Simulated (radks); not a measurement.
Task: The mean radii <r> (bohr) of the occupied orbitals of an atom or ion are listed with their occupations. All-electron calculation, scalar-relativistic Kohn-Sham, SCAN, spin-unpolarised, spherical densities, finite nucleus; meta-GGA in the generalised Kohn-Sham scheme; Fermi nuclear charge, rms radius of each element as measured or else 0.836 A^(1/3) + 0.57 fm. Program: a radial shooting solver on a logarithmic mesh with Libxc functionals.

| orbital | occ. | <r> |
|---|---|---|
| 1s | 2 | 0.02232 |
| 2s | 2 | 0.09506 |
| 2p | 6 | 0.08389 |
| 3s | 2 | 0.2491 |
| 3p | 6 | 0.2478 |
| 3d | 10 | 0.2260 |
| 4s | 2 | 0.5653 |
| 4p | 6 | 0.5981 |
| 4d | 10 | 0.6519 |
| 5s | 2 | 1.353 |
| 5p | 6 | 1.557 |
| 4f | 6 | 0.8808 |
| 6p | 1 | 4.128 |

Name the element and its charge.

Result: Z = 63, europium, charge +2: Eu2+ in [Xe] 4f6 6p1. The 1s radius gives Z: for a bare nucleus <r> = (2 gamma + 1)/(2Z) with gamma = sqrt(1 - (Z/c)^2), 0.02203 bohr for Z = 63, and screening makes it slightly larger (0.02232 here). The occupations add up to 61, and the charge is Z minus that.
